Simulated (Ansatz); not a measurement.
The same path of a periodic cell of 17 atoms, LiSi₁₆ (host Si, host structure diamond, interstitial Li), cell charge +1 was run twice with different band settings. Lost on the way: Si3–Li17, Si13–Li17, Si14–Li17, Si16–Li17. Made: Si1–Li17, Si2–Li17, Si4–Li17, Si15–Li17.

Level of theory: DFT PBE-D3(BJ), scalar-relativistic, plane waves, PAW in Ansatz 0.2.0. Settings: PAW set soft_1, cutoff 420 eV, k mesh 2x2x2, gaussian smearing 0.05 eV, no spin polarisation.

Relaxed end points:

```xyz
17
Lattice="0.0000 5.4300 5.4300 5.4300 0.0000 5.4300 5.4300 5.4300 0.0000" Properties=species:S:1:pos:R:3
Si 0.039 -0.039 -0.039
Si 1.387 1.309 1.310
Si 2.753 2.676 -0.018
Si 4.120 4.042 1.310
Si 2.753 -0.018 2.676
Si 4.120 1.309 4.043
Si 5.447 2.676 2.676
Si 6.801 4.058 4.059
Si 0.060 2.676 2.676
Si 1.387 4.042 4.043
Si 2.753 5.369 2.676
Si 4.136 6.724 4.058
Si 2.753 2.676 5.370
Si 4.136 4.058 6.724
Si 5.468 5.391 5.391
Si 6.801 6.724 6.724
Li 8.182 8.108 8.108
```

```xyz
17
Lattice="0.0000 5.4300 5.4300 5.4300 0.0000 5.4300 5.4300 5.4300 0.0000" Properties=species:S:1:pos:R:3
Si -0.035 0.037 -0.059
Si 1.346 1.424 1.293
Si 2.672 2.760 -0.043
Si 4.008 4.086 1.293
Si 2.698 0.042 2.675
Si 4.028 1.403 4.044
Si 5.390 2.733 2.676
Si 6.769 4.093 4.055
Si -0.035 2.776 2.680
Si 1.333 4.098 4.049
Si 2.656 5.467 2.680
Si 4.008 6.854 4.061
Si 2.682 2.750 5.398
Si 4.029 4.103 6.744
Si 5.390 5.472 5.414
Si 6.759 6.833 6.744
Li 10.815 5.477 8.100
```

Common settings: climbing image yes; force threshold 0.05 eV/Å; end points relaxed.

| run | movable images | spring | optimiser | start path | iteration limit |
| --- | --- | --- | --- | --- | --- |
| 1 | 5 | 2.0 eV/Å² | quadratic models (default) | IDPP | 52 |
| 2 | 3 | 0.1 eV/Å² | fire | default | 50 |

What does each run give, and how far can it be trusted?

Run 1: converged after 10 iterations, highest image 0.583 eV above the first end. The profile has 2 maxima (images 2, 5) with wells between them (image 3): this band takes more than one step, which may be the mechanism or a detour left from its start path. By the program's own check the climbing image is of a kind that is not told: the force calls were inconclusive, a negative curvature could not be distinguished from the path's own, the only one lies far off the path, or fixed occupations may fill a level only in part (lowest curvatures found: -2.18 and 0.83 eV/Å²).
Run 2: converged after 38 iterations, highest image 0.584 eV above the first end. The profile has 2 maxima (images 1, 3) with wells between them (image 2): this band takes more than one step, which may be the mechanism or a detour left from its start path. The order of the stationary point at the top wasn't checked.
Limits of this set-up: charged cell in a uniform background, uncorrected.
